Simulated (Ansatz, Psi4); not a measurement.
Psi4 was given this input:
```
memory 2 GB

molecule {
0 1
Ti   -0.00000000   -0.00000000   -0.00000000
Cl    1.68598647   -0.53254751   -1.15362652
Cl    0.61270013    0.47649048    1.96330506
Cl   -0.94593491    1.67582411   -0.86823504
Cl   -1.35275169   -1.61976707    0.05855650
}

set {
  basis sto-3g
  scf_type pk
  puream true
  d_convergence 1e-8
  dft_radial_points 99
  dft_spherical_points 590
}

energy('pbe')
print_variables()
```

### Question
Write the same job for Ansatz (a first-principles code).

### Answer
Several could match; the one computed here: 
Ansatz 0.2 input:
```yaml
crystal:
  periodic: [false, false, false]
  atoms:
    - {symbol: Ti, position_ang: [-0.00000000, -0.00000000, -0.00000000]}
    - {symbol: Cl, position_ang: [1.68598647, -0.53254751, -1.15362652]}
    - {symbol: Cl, position_ang: [0.61270013, 0.47649048, 1.96330506]}
    - {symbol: Cl, position_ang: [-0.94593491, 1.67582411, -0.86823504]}
    - {symbol: Cl, position_ang: [-1.35275169, -1.61976707, 0.05855650]}
basis:
  gaussian:
    orbitals: STO-3G
hamiltonian:
  xc: pbe
accuracy: high
```

Both were run: Psi4 gave -2660.827679 Eh and Ansatz -2660.827679 Eh, 0.000 mEh apart.
